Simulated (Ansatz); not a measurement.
Input for Ansatz (a program for electronic structure): R-r2SCAN/def2-TZVPP on C3H7NSi (SMILES N[C@H]1C=C[SiH2]1), atoms moved off the minimum.

Ansatz 0.2 input:
```yaml
crystal:
  periodic: [false, false, false]
  atoms:
    - {symbol: N, position_ang: [1.92783211, -0.47811418, 0.34357078]}
    - {symbol: C, position_ang: [0.56691331, -0.70662626, 0.02606651]}
    - {symbol: C, position_ang: [-0.49757804, -0.50852157, 1.15693297]}
    - {symbol: C, position_ang: [-1.39812848, 0.35372692, 0.61568930]}
    - {symbol: Si, position_ang: [-0.44309478, 0.60575973, -0.90698871]}
    - {symbol: H, position_ang: [2.31083315, -1.09848344, 1.05264720]}
    - {symbol: H, position_ang: [2.10095080, 0.50014755, 0.75956009]}
    - {symbol: H, position_ang: [0.47811031, -1.68415100, -0.36567628]}
    - {symbol: H, position_ang: [-0.54832145, -0.93534062, 2.07931734]}
    - {symbol: H, position_ang: [-2.34897390, 0.80450701, 1.04235012]}
    - {symbol: H, position_ang: [-1.12336331, 0.19783319, -2.32303420]}
    - {symbol: H, position_ang: [0.22148576, 1.87918925, -1.16087622]}
basis:
  gaussian:
    orbitals: def2-TZVPP
hamiltonian:
  xc: {name: r2SCAN}
scf: {lower_state_search: off}
output: {forces: true}
```

The log:

```
WARN ansatz: RAYON_NUM_THREADS=8 ignored (pool sized by the plan → 8); use --threads N
Functional definition: r2SCAN
these checks for a lower state are left out or cut short: stability, starts, cluster_reference, orbital_swaps, neighbouring_geometries, increment
integrals: 0.21 GiB planned
1396 factors; their error is unknown
0.38 GiB of the device are held for the grids
1.45 GiB of device memory are held for the factors and their scratch space
mean field: 1.34 GiB planned
mean field evaluation 1: about -12575.7920 eV, gradient 7.6e1 eV
mean field evaluation 2: about -12547.6196 eV, gradient 1.3e2 eV
mean field evaluation 4: about -12588.4932 eV, gradient 1.7e1 eV
mean field evaluation 8: about -12589.2334 eV, gradient 3.2e-1 eV
mean field evaluation 16: about -12589.1939 eV, gradient 8.3e-4 eV
mean field -12589.19392100 eV, -462.6443433347 hartree, gradient 4.7e-6 eV, S^2 0.000000; 0 other end points of the search recorded, 0 dependent functions left out
the calculation of the forces begins
reference -12589.19393428 eV, -462.6443438225 hartree; 23, 23 occupied and 241, 241 virtual orbitals, 1396 factors
Total energy: -12589.19393428 eV, -462.6443438225 hartree
Atom 0 at     1.927832    -0.478114     0.343571 Å, force     1.937461     2.386107     1.139205 eV/Å
Atom 1 at     0.566913    -0.706626     0.026067 Å, force    -0.658491     0.509149     1.362924 eV/Å
Atom 2 at    -0.497578    -0.508522     1.156933 Å, force    -0.545399     2.005346    -3.842371 eV/Å
Atom 3 at    -1.398128     0.353727     0.615689 Å, force    -1.524651     0.838000     1.289995 eV/Å
Atom 4 at    -0.443095     0.605760    -0.906989 Å, force    -0.676438    -1.040250    -2.102040 eV/Å
Atom 5 at     2.310833    -1.098483     1.052647 Å, force    -0.240502    -0.222285    -0.154932 eV/Å
Atom 6 at     2.100951     0.500148     0.759560 Å, force    -0.525366    -1.878509    -0.982975 eV/Å
Atom 7 at     0.478110    -1.684151    -0.365676 Å, force    -0.140714    -1.233598    -0.649591 eV/Å
Atom 8 at    -0.548321    -0.935341     2.079317 Å, force     0.147576    -1.372754     2.679038 eV/Å
Atom 9 at    -2.348974     0.804507     1.042350 Å, force     1.267801    -0.889095    -0.258528 eV/Å
Atom 10 at    -1.123363     0.197833    -2.323034 Å, force     0.689365     0.401476     1.445352 eV/Å
Atom 11 at     0.221486     1.879189    -1.160876 Å, force     0.269357     0.496412     0.073924 eV/Å
Dipole moment:    -0.009812    -0.039882     0.399455 e Å
Checks for a lower state left out: stability, starts, cluster_reference, orbital_swaps, neighbouring_geometries, increment
```

Self-consistency was reached.
